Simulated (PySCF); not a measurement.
Method: PySCF with PBE-D3(BJ)/def2-TZVP // PBE-D3(BJ)/def2-SVP. Gas-phase values, no solvent. 

Reference species: [Ta(Cl)4(F)] (neutral, multiplicity 1).

The mean distance from the central atom to its bonded neighbours is 2.228 Å. The coordination number is 5 and the charge on the central atom (Mulliken) is 1.12 e.

Changed species: [Ta(Cl)5] (0 of 5 Cl replaced by F; the reference has 1 of 5 Cl replaced by F).

Question: What does the change do to the mean distance from the central atom to its bonded neighbours, coordination number and charge on the central atom (Mulliken)?

Answer: the mean distance from the central atom to its bonded neighbours goes up by 0.090 Å, to 2.318 Å; the coordination number stays essentially unchanged; the charge on the central atom (Mulliken) drops by 0.12 e, to 1.00 e.
